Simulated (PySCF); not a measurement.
## Excitation energy of Ne²⁺ by level of theory

Ne²⁺ [He] 2s2 2p4 (3P) → Ne²⁺ [He] 2s1 2p5, s spin flipped, as a difference of total energies. Computed with PySCF 2.14 in x2c-TZVPPall, with scalar relativity by spin-free X2C-1e. Correlated levels: valence and next inner shell: nothing frozen. The calculations carry no spin-orbit coupling.

```json
{"method": "UHF", "excitation energy (eV)": "32.813"}
{"method": "MP2 (valence and next inner shell)", "excitation energy (eV)": "30.501"}
{"method": "SCS-MP2 (valence and next inner shell)", "excitation energy (eV)": "30.200"}
```

**Question.** How much does correlation contribute at MP2 (valence and next inner shell)?

**Answer.** 30.501 − (32.813) = -2.312 eV, measured against UHF.

The upper determinant mixes two multiplicities, so it lies between the two terms.

The coupled-cluster amplitudes are large for the upper state (T1 above 0.03 or a double amplitude above 0.15), so a single reference is strained.
